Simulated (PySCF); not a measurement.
Job file and geometry (Å, from GFN2-xTB) of an NMR shielding run on SMILES C(/C)(=C/B(F)F)CO, C$_{4}$H$_{7}$BF$_{2}$O, GIAO PBE0/pcSseg-1 NMR shielding, non-relativistic, gas phase (PySCF 2.14.0, density-fitted response routines); density fitting, a coarse starting grid and PySCF grid level 2 are the driver's defaults:

```
$ OMP_NUM_THREADS=1 python probes_run.py task.json out

{"job": {"kind": "nmr", "xc": "PBE0", "basis": "pcSseg-1"}, "charge": 0, "multiplicity": 1}
C      0.054057    -1.438932     0.275747
C     -0.200326    -0.019922    -0.101888
C      0.729544     0.840346    -0.545293
B      2.231455     0.589116    -0.775974
F      3.018650     1.553975    -1.225483
F      2.876104    -0.546267    -0.558391
C     -1.640941     0.409538     0.064196
O     -2.116854     0.201676     1.375522
H      1.101617    -1.627253     0.479599
H     -0.548995    -1.698212     1.144361
H     -0.260022    -2.085615    -0.543924
H      0.394821     1.843378    -0.786616
H     -1.767645     1.458844    -0.234302
H     -2.278332    -0.212945    -0.572220
H     -1.597545     0.740262     1.982753
```

Q: What does the program print?

A: 
```
coarse grid: 13032 points
cycle   1  E = -455.7821406952  dE =  9.761e-01  |g| = 8.512e-01  |ddm| = 3.391e+00
cycle   2  E = -455.6862758392  dE =  9.586e-02  |g| = 1.172e+00  |ddm| = 1.310e+00
cycle   3  E = -455.9066594131  dE = -2.204e-01  |g| = 9.573e-02  |ddm| = 8.271e-01
cycle   4  E = -455.9085225444  dE = -1.863e-03  |g| = 3.434e-02  |ddm| = 1.102e-01
cycle   5  E = -455.9087936091  dE = -2.711e-04  |g| = 6.970e-03  |ddm| = 3.446e-02
cycle   6  E = -455.9087998179  dE = -6.209e-06  |g| = 3.645e-03  |ddm| = 6.576e-03
cycle   7  E = -455.9088024058  dE = -2.588e-06  |g| = 6.383e-04  |ddm| = 2.644e-03
final grid: 128064 points
cycle   8  E = -455.9734891298  dE = -6.231e-05  |g| = 8.935e-03  |ddm| = 2.870e-02
cycle   9  E = -455.9734795795  dE =  9.550e-06  |g| = 1.145e-02  |ddm| = 1.463e-02
cycle  10  E = -455.9735053385  dE = -2.576e-05  |g| = 1.333e-03  |ddm| = 8.825e-03
cycle  11  E = -455.9735056672  dE = -3.287e-07  |g| = 2.053e-04  |ddm| = 1.044e-03
cycle  12  E = -455.9735056727  dE = -5.527e-09  |g| = 1.284e-04  |ddm| = 2.211e-04
cycle  13  E = -455.9735056767  dE = -3.927e-09  |g| = 2.513e-05  |ddm| = 1.220e-04
cycle  14  E = -455.9735056768  dE = -1.538e-10  |g| = 6.110e-06  |ddm| = 2.810e-05
converged SCF energy = -455.9735056768

GIAO shielding tensors (ppm)
atom      isotropic    diamagn.    paramagn.     s11        s22        s33       span
  0 C      167.473     248.662     -81.188    148.422    169.379    184.619     36.198
  1 C        0.822     262.486    -261.665   -125.890    -26.702    155.057    280.947
  2 C       69.563     256.203    -186.640    -25.446     81.232    152.903    178.349
  3 B       76.765     193.926    -117.161     61.552     80.622     88.121     26.569
  4 F      245.909     466.369    -220.460     92.521    294.846    350.360    257.839
  5 F      257.591     470.691    -213.100    106.418    293.315    373.039    266.621
  6 C      111.026     243.626    -132.600     87.551    111.950    133.578     46.026
  7 O      289.496     388.029     -98.533    260.440    286.881    321.166     60.725
  8 H       28.934      31.129      -2.195     23.629     29.078     34.095     10.466
  9 H       28.960      29.879      -0.919     24.076     29.566     33.237      9.161
 10 H       29.959      29.504       0.456     26.610     27.107     36.162      9.552
 11 H       26.178      33.025      -6.847     24.210     24.389     29.934      5.725
 12 H       27.401      30.750      -3.349     23.087     27.599     31.518      8.432
 13 H       27.416      29.104      -1.687     24.607     26.612     31.030      6.424
 14 H       31.360      32.551      -1.191     23.618     28.543     41.920     18.302
```

Size and cost of the density-fitted run: 171 basis functions, 16 s wall time on 1 thread of an Intel Xeon 6975P-C, shared host; peak memory 0.77 GiB.
